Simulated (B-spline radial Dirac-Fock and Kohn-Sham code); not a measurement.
Calculated with a radial atomic solver, using Dirac-Fock (average of configuration) total-energy differences with a finite nucleus, the Breit interaction including its frequency dependence, and self-energy and vacuum-polarisation corrections. Electron correlation is not included.

Q: An atom or ion in its tabulated ground configuration has these computed binding energies (the last is its least bound level). Which is it?

| level | binding energy (eV) |
| --- | --- |
| K | 7743.8 |
| L1 | 963.6 |
| L2 | 829.6 |
| L3 | 815.1 |
| M1 | 140.0 |
| M3 | 96.62 |
| M4,5 | 33.13 |

A: Co²⁺: Z = 27 with 25 electrons, [Ar] 3d7. The hydrogen-like estimate √(E/Ry) = 23.9 for the K level lies 3.1 below Z; the outermost level, at 33.13 eV, fixes the charge.

Q: Identify the element and charge state from the binding energies below (tabulated ground configuration; the least bound level is included).

```tsv
level	binding energy (eV)
1s	72955.1
2p1/2	14903.3
2p3/2	13548.8
3s	5780.0
3p1/2	5554.2
3p3/2	5221.7
3d	4875.5
```

A: W⁵²⁺: Z = 74 with 22 electrons, [Ar] 3d4. The hydrogen-like estimate √(E/Ry) = 73.2 for the K level lies 0.8 below Z (screening lowers it, relativity raises it); the outermost level, at 4875.5 eV, fixes the charge.

Q: Identify the element and charge state from the binding energies below (tabulated ground configuration; the least bound level is included).

```
level  binding energy (eV)
    K              39302.5
   L1               9361.6
 L2,3               9001.8
```

A: Xe⁴⁹⁺: Z = 54 with 5 electrons, [He] 2s2 2p1. The hydrogen-like estimate √(E/Ry) = 53.7 for the K level lies 0.3 below Z (screening lowers it, relativity raises it); the outermost level, at 9001.8 eV, fixes the charge.

Q: An atom or ion in its tabulated ground configuration has these computed binding energies (the last is its least bound level). Which is it?

```
level  binding energy (eV)
   L3               6669.8
   M1               1863.7
   M2               1684.1
   N3                445.9
   N5                323.0
   O1                203.8
 N6,7                193.5
```

A: Pm¹¹⁺: Z = 61 with 50 electrons, [Kr] 4d10 4f2 5s2.
